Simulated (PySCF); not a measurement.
C4H14OSi2, charge -1, doublet, at a GFN2-xTB geometry (a state made from the parent by changing its charge; the spin is typed, not shown lowest) (in this run its highest filled SCF level lies above zero, so its values depend strongly on the basis, on diffuse functions most of all); B3LYP5/STO-3G run with PySCF.

PySCF was given this input:
```python
from pyscf import gto, scf, dft

mol = gto.Mole()
mol.atom = '''
    C     2.02132192    1.63145854    0.21056039
    Si    2.05165419   -0.21747853    0.68137268
    C     2.05606240   -1.45971733   -0.76754961
    O    -0.14046649   -0.21625044    0.57933165
    Si   -1.64043576   -0.02514114    0.23950010
    C    -2.09452933    1.69651397   -0.47741484
    C    -2.33141281   -1.27747502   -1.03979148
    H     1.02815675    1.93124373   -0.11045888
    H     2.28468350    2.23716642    1.07463572
    H     2.72548174    1.87259649   -0.58366520
    H     1.73070312   -0.65297435    2.04152332
    H     2.36625027   -2.44087879   -0.41520266
    H     2.73805131   -1.16871338   -1.56438769
    H     1.06069233   -1.56152446   -1.19001985
    H    -2.52998837   -0.17721210    1.43415544
    H    -1.58516781    1.88451491   -1.42080602
    H    -3.16281873    1.80890438   -0.65447385
    H    -1.79329344    2.48207662    0.21263964
    H    -2.17206538   -2.29593493   -0.69236560
    H    -1.83334353   -1.18461248   -2.00297615
    H    -3.39932081   -1.15265428   -1.21029679
'''
mol.basis = 'sto-3g'
mol.charge = -1
mol.spin = 1
mol.verbose = 4
mol.build()

mf = dft.UKS(mol)
mf.xc = 'b3lyp5'
mf.kernel()
```

The log (banner, timings and long lists left out):

```
PySCF version 2.14.0

[INPUT] verbose = 4
[INPUT] num. atoms = 21
[INPUT] num. electrons = 75
[INPUT] charge = -1
[INPUT] spin (= nelec alpha-beta = 2S) = 1
[INPUT] symmetry False subgroup None
[INPUT] Mole.unit = angstrom
[INPUT] Symbol           X                Y                Z      unit          X                Y                Z       unit  Magmom
[INPUT]  1 C      2.021321920000   1.631458540000   0.210560390000 AA    3.819744838380   3.083009824183   0.397901469782 Bohr   0.0
[INPUT]  2 Si     2.051654190000  -0.217478530000   0.681372680000 AA    3.877064521416  -0.410974859673   1.287607753961 Bohr   0.0
[INPUT]  3 C      2.056062400000  -1.459717330000  -0.767549610000 AA    3.885394831016  -2.758465972981  -1.450458549917 Bohr   0.0
[INPUT]  4 O     -0.140466490000  -0.216250440000   0.579331650000 AA   -0.265443195779  -0.408654105917   1.094778153792 Bohr   0.0
[INPUT]  5 Si    -1.640435760000  -0.025141140000   0.239500100000 AA   -3.099974311343  -0.047509869059   0.452589595806 Bohr   0.0
[INPUT]  6 C     -2.094529330000   1.696513970000  -0.477414840000 AA   -3.958086793569   3.205946769799  -0.902183295403 Bohr   0.0
[INPUT]  7 C     -2.331412810000  -1.277475020000  -1.039791480000 AA   -4.405731694203  -2.414077918773  -1.964921123856 Bohr   0.0
[INPUT]  8 H      1.028156750000   1.931243730000  -0.110458880000 AA    1.942934670623   3.649521729483  -0.208737031226 Bohr   0.0
[INPUT]  9 H      2.284683500000   2.237166420000   1.074635720000 AA    4.317426096313   4.227631828874   2.030767194475 Bohr   0.0
[INPUT] 10 H      2.725481740000   1.872596490000  -0.583665200000 AA    5.150414046103   3.538694507922  -1.102967376439 Bohr   0.0
[INPUT] 11 H      1.730703120000  -0.652974350000   2.041523320000 AA    3.270554899730  -1.233942687866   3.857919951713 Bohr   0.0
[INPUT] 12 H      2.366250270000  -2.440878790000  -0.415202660000 AA    4.471564952478  -4.612592416360  -0.784619313591 Bohr   0.0
[INPUT] 13 H      2.738051310000  -1.168713380000  -1.564387690000 AA    5.174167090907  -2.208548206315  -2.956264286741 Bohr   0.0
[INPUT] 14 H      1.060692330000  -1.561524460000  -1.190019850000 AA    2.004418006127  -2.950853566209  -2.248811599296 Bohr   0.0
[INPUT] 15 H     -2.529988370000  -0.177212100000   1.434155440000 AA   -4.780985117635  -0.334882334959   2.710161001655 Bohr   0.0
[INPUT] 16 H     -1.585167810000   1.884514910000  -1.420806020000 AA   -2.995533022377   3.561217057559  -2.684934253933 Bohr   0.0
[INPUT] 17 H     -3.162818730000   1.808904380000  -0.654473850000 AA   -5.976861181345   3.418333863726  -1.236776332190 Bohr   0.0
[INPUT] 18 H     -1.793293440000   2.482076620000   0.212639640000 AA   -3.388833462579   4.690445031986   0.401830682826 Bohr   0.0
[INPUT] 19 H     -2.172065380000  -2.295934930000  -0.692365600000 AA   -4.104608692849  -4.338688217522  -1.308381362070 Bohr   0.0
[INPUT] 20 H     -1.833343530000  -1.184612480000  -2.002976150000 AA   -3.464517163943  -2.238593150942  -3.785076357536 Bohr   0.0
[INPUT] 21 H     -3.399320810000  -1.152654280000  -1.210296790000 AA   -6.423785340435  -2.178200905508  -2.287129462540 Bohr   0.0

nuclear repulsion = 458.500788923889
number of shells = 39
number of NR pGTOs = 171
number of NR cGTOs = 57
basis = sto-3g
ecp = {}

******** <class 'pyscf.dft.uks.UKS'> ********
method = UKS
initial guess = minao
damping factor = 0
level_shift factor = 0
DIIS = <class 'pyscf.scf.diis.CDIIS'>
diis_start_cycle = 1
diis_space = 8
diis_damp = 0
SCF conv_tol = 1e-09
SCF conv_tol_grad = None
SCF max_cycles = 50
direct_scf = True
direct_scf_tol = 1e-13
number electrons alpha = 38  beta = 37
XC library pyscf.dft.libxc version 7.1.2
    S. Lehtola, C. Steigemann, M. J. T. Oliveira, and M. A. L. Marques,  SoftwareX 7, 1–5 (2018)
XC functionals = b3lyp5
    P. A. M. Dirac,  Math. Proc. Cambridge Philos. Soc. 26, 376 (1930)
    F. Bloch,  Z. Phys. 57, 545 (1929)
    A. D. Becke,  Phys. Rev. A 38, 3098 (1988)
    C. Lee, W. Yang, and R. G. Parr,  Phys. Rev. B 37, 785 (1988)
    B. Miehlich, A. Savin, H. Stoll, and H. Preuss,  Chem. Phys. Lett. 157, 200 (1989)
    S. H. Vosko, L. Wilk, and M. Nusair,  Can. J. Phys. 58, 1200 (1980)
radial grids:
    Treutler-Ahlrichs [JCP 102, 346 (1995); DOI:10.1063/1.469408] (M4) radial grids

becke partition: Becke, JCP 88, 2547 (1988); DOI:10.1063/1.454033
pruning grids: <function nwchem_prune>
grids dens level: 3
symmetrized grids: False
atomic radii adjust function: <function treutler_atomic_radii_adjust>
small_rho_cutoff = 0
Set gradient conv threshold to 3.16228e-05
tot grids = 246232
init E= -804.900167558297

cycle= 1 E= -804.69024153039  delta_E= 0.21  |g|= 0.576  |ddm|= 3.79
cycle= 2 E= -802.442175222521  delta_E= 2.25  |g|= 2.01  |ddm|= 3.83
cycle= 3 E= -804.954756020882  delta_E= -2.51  |g|= 0.194  |ddm|= 3.24
cycle= 4 E= -804.976700939424  delta_E= -0.0219  |g|= 0.0729  |ddm|= 0.393
cycle= 5 E= -804.980141342529  delta_E= -0.00344  |g|= 0.00982  |ddm|= 0.117
cycle= 6 E= -804.980230897429  delta_E= -8.96e-05  |g|= 0.00311  |ddm|= 0.0227
cycle= 7 E= -804.98023863744  delta_E= -7.74e-06  |g|= 0.000443  |ddm|= 0.00638
cycle= 8 E= -804.980238950826  delta_E= -3.13e-07  |g|= 0.000178  |ddm|= 0.00193
cycle= 9 E= -804.980238995928  delta_E= -4.51e-08  |g|= 9.48e-05  |ddm|= 0.000776
cycle= 10 E= -804.980239003631  delta_E= -7.7e-09  |g|= 1.96e-05  |ddm|= 0.000235
cycle= 11 E= -804.980239004038  delta_E= -4.07e-10  |g|= 3.57e-06  |ddm|= 5.58e-05
Extra cycle  E= -804.980239004046  delta_E= -8.19e-12  |g|= 3.04e-06  |ddm|= 1.25e-05
converged SCF energy = -804.980239004046  <S^2> = 0.75029091  2S+1 = 2.0002909
```
